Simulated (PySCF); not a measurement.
Species: `COC1=CN=NN1C(C)C`. The columns A, B, C and D hold Mulliken, IAO, Hirshfeld and ESP-fitted charges (e) of one PBE0/pcSseg-1 density (PySCF), in a shuffled order. Coordinates in Å (GFN2-xTB); the density's dipole moment is (1.48, 2.43, -3.86) D.

```csv
atom,x,y,z,A,B,C,D
C1,2.964,0.398,-1.081,-0.095,-0.030,-0.026,-0.205
O2,1.566,0.425,-0.889,-0.266,-0.486,-0.104,-0.325
C3,1.125,-0.253,0.191,-0.061,+0.527,+0.096,+0.221
C4,1.724,-0.993,1.192,+0.045,-0.024,-0.083,-0.201
N5,0.744,-1.432,2.006,-0.346,-0.244,-0.148,-0.182
N6,-0.386,-1.022,1.583,-0.285,-0.040,-0.078,-0.136
N7,-0.198,-0.297,0.476,+0.569,-0.501,+0.033,+0.003
C8,-1.285,0.315,-0.254,+0.014,-0.121,+0.035,0.000
C9,-2.001,1.310,0.654,-0.332,-0.201,-0.121,-0.425
C10,-2.233,-0.774,-0.748,-0.305,-0.201,-0.121,-0.425
H11,3.323,-0.625,-1.222,+0.095,+0.117,+0.049,+0.142
H12,3.153,0.982,-1.980,+0.123,+0.136,+0.060,+0.169
H13,3.487,0.848,-0.231,+0.094,+0.117,+0.049,+0.142
H14,2.753,-1.226,1.368,+0.115,+0.089,+0.052,+0.166
H15,-0.827,0.835,-1.103,+0.070,+0.130,+0.044,+0.156
H16,-2.825,1.777,0.122,+0.122,+0.114,+0.047,+0.144
H17,-2.388,0.790,1.527,+0.089,+0.133,+0.043,+0.159
H18,-1.315,2.086,0.986,+0.081,+0.119,+0.042,+0.147
H19,-3.058,-0.331,-1.297,+0.115,+0.114,+0.047,+0.144
H20,-1.709,-1.467,-1.404,+0.074,+0.120,+0.042,+0.147
H21,-2.624,-1.327,0.102,+0.083,+0.133,+0.043,+0.159
```

Problem. Which column most likely holds the ESP-fitted charges?

Solution. A. Σ q r misses the density's dipole by 0.03 D (A), 0.74 D (D), 0.99 D (B), 1.76 D (C). Charges fitted to the outside potential are the only set here that is tied to the molecule's multipoles.

Problem. And the Hirshfeld charges?

Solution. C. The mean sizes are 0.065 e (C), 0.161 e (A), 0.176 e (B), 0.181 e (D), and Hirshfeld charges are commonly the smallest of these schemes.

As computed, A = ESP-fitted, B = Mulliken, C = Hirshfeld, D = IAO. Hydrogens on carbon: ESP-fitted +0.07 to +0.12, Mulliken +0.09 to +0.14, Hirshfeld +0.04 to +0.06, IAO +0.14 to +0.17 e.

The ESP scheme fits charges at the nuclei, held to the total charge, to the electrostatic potential on points at 1.4 to 2.0 times the van der Waals radii. The Mulliken scheme counts on each atom the diagonal of the density matrix times the overlap matrix over that atom's basis functions.

Isolated species at its GFN2-xTB geometry (one conformer only).

Conformer computed: `[CH3:1][O:2][c:3]1[cH:4][n:5][n:6][n:7]1[CH:8]([CH3:9])[CH3:10]`: C1–O2–C3–C4 0°, N6–N7–C8–C9 61°.
